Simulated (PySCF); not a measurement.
Isomers of C4H12OSi, one conformer each; single-point electronic energies without zero-point terms and without any empirical dispersion term.

All values: PBE0/pcSseg-1 (PySCF, non-relativistic), each on one gas-phase PBE0-D3(BJ)/def2-SVP geometry that isn't relaxed in the solvent. The solvent is an IEF-PCM continuum (van der Waals radii × 1.2). Specific hydrogen bonds and non-electrostatic terms are outside this model.

```csv
isomer,"relative energy, gas (kcal/mol)",dipole (D)
`CC(C)(C)[SiH2]O`,0.0,1.62
`C[SiH2]OC(C)C`,1.1,0.40
```

Question: How do the relative energies look in methanol (ε = 32.61)?

Answer: 
```
           isomer  relative energy, solvent (kcal/mol)  E(solvent) − E(gas) (kcal/mol)  dipole in solvent (D)
`CC(C)(C)[SiH2]O`                                  0.0                            -4.3                   2.06
  `C[SiH2]OC(C)C`                                  3.0                            -2.4                   0.66
```

The order is unchanged. Conformers: `[CH3:1][C:2]([CH3:3])([CH3:4])[SiH2:5][OH:6]` with C2–Si5–O6–H -77°; `[CH3:1][SiH2:2][O:3][CH:4]([CH3:5])[CH3:6]` with C1–Si2–O3–C4 -172°, Si2–O3–C4–C5 -85°. `CC(C)(C)[SiH2]O` gains most from the continuum, and it has the largest gas-phase dipole. The gains span 1.9 kcal/mol, the gas-phase energies 1.1 kcal/mol.
